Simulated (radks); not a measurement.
Polarisability of neutral krypton, [Kr], at imaginary frequency. Calculated with a radial shooting solver on a logarithmic mesh with Libxc functionals: scalar-relativistic Kohn-Sham, exchange-only LDA, spin-polarised, spherical densities, finite nucleus; Fermi nuclear charge, rms radius 4.1884 fm. Response by self-consistent Sternheimer equations with the Hartree and adiabatic exchange-only LDA kernel, the relativistic mass of each level held fixed and spin-orbit coupling left out.

| w (hartree) | alpha1(iw) (bohr^3) | alpha2(iw) (bohr^5) |
|---|---|---|
| 0.00266 | 19.28 | 126.3 |
| 0.0143 | 19.26 | 126.2 |
| 0.0360 | 19.16 | 125.6 |
| 0.0697 | 18.86 | 124.0 |
| 0.118 | 18.16 | 119.9 |
| 0.186 | 16.80 | 112.0 |
| 0.280 | 14.65 | 99.13 |
| 0.413 | 11.81 | 81.48 |
| 0.605 | 8.646 | 61.15 |
| 0.892 | 5.662 | 41.14 |
| 1.35 | 3.272 | 24.21 |
| 2.12 | 1.654 | 12.03 |
| 3.59 | 0.7292 | 4.799 |
| 6.94 | 0.2700 | 1.410 |
| 17.5 | 0.06457 | 0.2414 |

Static values: alpha1 = 19.28 bohr^3 (2.856 angstrom^3; uncoupled 29.84), alpha2 = 126.3 bohr^5, alpha3 = 1857 bohr^7. C6 = 152.3, C8 = 5182, triple-dipole C9 = 2101 atomic units. One-pole (London) frequency 4 C6 / (3 alpha1^2) = 0.547 hartree, against 0.299 for minus the highest occupied eigenvalue. Recommended static value: 16.78 bohr^3 (Schwerdtfeger and Nagle, 2023 table).
